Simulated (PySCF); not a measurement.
CH5AlGeN (calculated)

Calculation on a computer-drawn molecule: the log of a Hartree-Fock and frozen-core CCSD(T) single point meant for a local Hartree-Fock minimum, with one planted fault or none, to be diagnosed. Offsets are logged minus clean, where the clean run is the same molecule without the fault. The reference is restricted for singlets and unrestricted otherwise, and also for a bond in bohr or an excited solution. Adding or removing an electron swaps singlet and doublet. The excited solution moves the top pair (singlet) or top alpha electron (doublet) to the lowest empty orbital. Highest occupied and lowest empty are orbital energies over both spins, largest force is the largest gradient component, triples share is (T) over the correlation energy, the T1 limit is 0.02 restricted and 0.045 unrestricted, electrons count all cores, a negative frequency is imaginary (commonest isotopes), and the dipole is about the centre of nuclear charge; on germanium a core potential holds 10 electrons, which the energies leave out, and 3d is frozen in MP2 and coupled-cluster steps. Program: PySCF 2.14.0.

```json
{"formula": "CH5AlGeN", "logged_structure": {"atoms_angstrom": [["C", -0.8214, -0.2534, 1.4714], ["Ge", -0.3252, 1.3554, 0.5403], ["N", -1.4307, 2.578, 0.1253], ["Al", -2.4187, 3.823, -0.3247], ["H", -0.5573, -1.115, 0.8545], ["H", -1.8886, -0.2551, 1.6831], ["H", 0.255, -0.3679, 3.2285], ["H", 1.1335, 1.5403, 0.1567], ["H", -3.3567, 4.9735, -0.735]]}, "given": {"meant_charge": 1, "meant_multiplicity": 1, "meant_basis": "cc-pV(D+d)Z", "meant_basis_and_core_potential_on_germanium": "cc-pVDZ-PP ECP10MDF", "logged_electrons": 62, "logged_basis_functions": 99, "logged_SCF_converged": "yes", "logged_spin_squared": 0.7106, "logged_highest_occupied [eV]": -14.872, "logged_lowest_empty [eV]": -3.8493, "logged_largest_force [hartree/bohr]": 0.021092, "logged_T1_diagnostic": 0.060246, "logged_D1_diagnostic": 0.27689, "logged_triples_share": 0.041108, "logged_CC_converged": "yes", "logged_dipole_magnitude [debye]": 4.2085, "logged_SCF_stable_within_its_kind": "yes", "logged_energy_HF [hartree]": -630.1571, "logged_energy_CCSD(T) [hartree]": -630.64963, "possible_faults": "no fault, one electron removed, one electron added, multiplicity raised by two, geometry at a saddle point, SCF held on an excited solution, minimal basis STO-3G, one bond length entered in bohr, all coordinates scaled", "drawn_bonds_atom": [1, 2, 3, 1, 1, 1, 2, 4], "drawn_bonds_other_atom": [2, 3, 4, 5, 6, 7, 8, 9], "drawn_bonds_order": [1, 2, 1, 1, 1, 1, 1, 1]}, "results": {"planted_fault": "one bond length entered in bohr, row 6 of the drawn bonds", "HF_energy_offset_from_clean_run [kcal/mol]": 81.66, "CCSD(T)_energy_offset_from_clean_run [kcal/mol]": 82.98}, "notes": ["T1 above single-reference limit"]}
```
